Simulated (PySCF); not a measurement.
Molecule: In(Me)(NHMe)2, SMILES [NH](C)[In]([NH]C)[CH3] (C3H11InN2). Atoms near the plane z = 0.8 Å, at the GFN2-xTB optimised geometry (x, y, z in Å): In1 (-0.8, 0.4, 0.0), C2 (-2.0, 2.3, 0.0), H3 (-3.0, 2.1, 0.3), H5 (-1.5, 3.0, 0.7), N6 (1.3, 0.4, 0.0), H10 (3.0, 1.6, -0.2), H11 (1.5, 2.5, -0.3), N12 (-1.6, -1.3, 0.8), C13 (-0.8, -2.5, 0.9), H14 (-2.5, -1.6, 0.4), H15 (-0.6, -3.0, 0.0), H16 (-1.2, -3.2, 1.6), H17 (0.2, -2.2, 1.3).

Level of theory: PBE0/def2-SVP, def2 effective core potentials past Kr in PySCF. The core electrons that the potentials of In replace are not part of the density. Cells within 0.4 Å of a nucleus heavier than hydrogen are left out (blank, or x). The values are rescaled to run from 0 to 1.

```
|555555555555555555555555555|
|555555555555555555555555555|
|555555555555555555555555555|
|555555555555555555555555555|
|555555555555555555555555555|
|555555555555555555555555555|
|555555555045555555555555555|
|555555555455555555555555555|
|555555555555555555555555555|
|555555555555555555555555555|
|555555555555555555555555555|
|555555555568755555555555555|
|555555555579855555555555555|
|555555555568655555555555555|
|555555555555555555555555555|
|555555555245555555555555555|
|555555553xx5555555555555555|
|555555554x15555555555555555|
|55555555553x445555555555555|
|55555555555xx55555555555555|
|555555555554555555555555555|
|555555555555555555555555555|
|555555555555555555555555555|
|555555555555555555555555555|
|555555555555555555555555555|
|555555555555555555555555555|
|555555555555555555555555555|
```
Scale: ten equal steps from 0.000 (start of '0') to 1.00 (end of '9'), in the order '0123456789'; x runs from -5.50 to 5.50, y from -5.50 (bottom) to 5.50 (top).

Q: Which quantity is mapped?
(A) Laplacian of the electron density
(B) electron localisation function
(C) deformation density (molecule minus spherical neutral atoms)
(D) an orbital amplitude

A: A, Laplacian of the electron density. In full: Laplacian of the electron density (e/bohr⁵), clipped to [-1.50, 1.50].
